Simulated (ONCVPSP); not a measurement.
**barium (Ba), ONCV: configuration errors across variants**

- Element: Ba (Z = 56)
- Generator: ONCVPSP 4.0.1
- Type: optimised norm-conserving Vanderbilt (ONCV)
- Functional: PBE
- Relativity: scalar-relativistic
- Frozen core: [Kr] 4d10
- Valence charge: 10
- Reference configuration: 5s2 5p6 6s2
- Partial waves: 5s+6s: rc 2.80 bohr, ncon 4, nbas 8, qcut 4.2 1/bohr, 2 projectors; 5p: rc 2.55 bohr, ncon 3, nbas 7, qcut 6.7 1/bohr, 2 projectors, debl 2.2 Ha; d scattering state at 0.4 Ha: rc 2.50 bohr, ncon 4, nbas 8, qcut 4.6 1/bohr, 2 projectors, debl 3.1 Ha
- Local potential: polynomial inside 2.15 bohr (lpopt 5, dvloc0 0 Ha)
- Core correction: none

In the d channel the program set the typed energies aside and used 0.050, 3.150 Ha.

All-electron excitation energies from the reference (eV): (1) 5s2 5p6 6s1 5.362; (2) 5s2 5p6 6s0 15.344; (3) 5s2 5p6 6s1.5 2.136; (4) 5s2 5p5 6s2 23.278.

Errors AE − PS in meV (a dash: test not solved or not reliable):

| change | (1) | (2) | (3) | (4) | bound ghosts | GHOST(+) flags above zero |
| --- | --- | --- | --- | --- | --- | --- |
| base | -0.7 | -2.8 | -0.3 | -7.4 | none | s |
| all radii scaled by about 0.79 (s 2.20, p 2.00, d 1.98 bohr); local potential polynomial inside 1.70 bohr (lpopt 5, dvloc0 0 Ha) | -0.5 | -0.9 | -0.2 | -8.7 | none | s, p |
| all radii scaled by about 0.96 (s 2.68, p 2.44, d 2.40 bohr); local potential polynomial inside 2.06 bohr (lpopt 5, dvloc0 0 Ha) | -0.7 | -2.4 | -0.2 | -7.5 | none | none |
| all radii scaled by about 1.07 (s 3.00, p 2.74, d 2.68 bohr); local potential polynomial inside 2.30 bohr (lpopt 5, dvloc0 0 Ha) | -0.8 | -3.3 | -0.3 | -8.1 | none | none |
| all radii scaled by about 1.15 (s 3.22, p 2.92, d 2.86 bohr); local potential polynomial inside 2.46 bohr (lpopt 5, dvloc0 0 Ha) | -0.8 | -3.4 | -0.3 | -12 | none | none |
| all radii scaled by about 1.25 (s 3.50, p 3.18, d 3.12 bohr); local potential polynomial inside 2.68 bohr (lpopt 5, dvloc0 0 Ha) | -0.8 | -2.8 | -0.3 | -19 | none | none |
| all radii scaled by about 1.32 (s 3.70, p 3.36, d 3.30 bohr); local potential polynomial inside 2.84 bohr (lpopt 5, dvloc0 0 Ha) | +11 | +3.4 | +2.3 | +307 | none | none |

(1) Give the same row for: all radii scaled by about 0.85 (s 2.38, p 2.18, d 2.12 bohr); local potential polynomial inside 1.84 bohr (lpopt 5, dvloc0 0 Ha).

Results:

(1) -0.6, -1.3, -0.2, -8.1; bound ghosts: none; GHOST(+) flags above zero: s.
